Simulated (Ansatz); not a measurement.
The cluster Tl₂F₃⁻. Charge -1, multiplicity 1. Geometry B3LYP-D4/def2-SVPD; atoms count from 1.

```xyz
5

Tl    1.3412   -0.8097   -0.6354
Tl   -1.3412    0.8097    0.6354
F     1.0435    0.9535    0.9875
F    -0.6209   -1.4950    0.5942
F    -0.4226    0.5414   -1.5817
```

In the def2 sets Tl takes a core potential; there is no spin–orbit coupling. The structure comes from a short search, and lower isomers may exist.

(1) Estimate the Mulliken populations from the PBE0/def2-TZVPD orbitals of Ansatz.

## Answers

(1) 
| atom | charge (e) |
| --- | --- |
| Tl1 | 0.68 |
| Tl2 | 0.68 |
| F3 | -0.78 |
| F4 | -0.78 |
| F5 | -0.78 |
Mulliken values depend strongly on the basis. With diffuse functions, as here, like atoms can get unlike values, and bond orders can come out too low or too high.
